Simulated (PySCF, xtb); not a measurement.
FH₅O₃Si₂, SMILES O[Si]([SiH2]F)(O)O. Other conformers were not sampled.

Harmonic wavenumbers (cm⁻¹) from GFN2-xTB (xtb) at its own minimum, in rising order: 21, 105, 138, 171, 220, 246, 261, 286, 315, 337, 437, 498, 600, 713, 766, 785, 793, 805, 812, 853, 906, 937, 2232, 2280, 3648, 3697, 3707.

### Question
What does r2SCAN-D4/def2-SVP in PySCF give at its own minimum? (Estimate from the structure and the level; the computed values follow.)

### Answer
45, 83, 117, 177, 210, 222, 258, 295, 324, 359, 476, 508, 738, 752, 776, 796, 833, 840, 912, 937, 946, 966, 2208, 2227, 3851, 3876, 3884. Paired by order, the mean absolute difference is 50 cm⁻¹ and the zero-point energies are 38.0 and 39.5 kcal/mol.
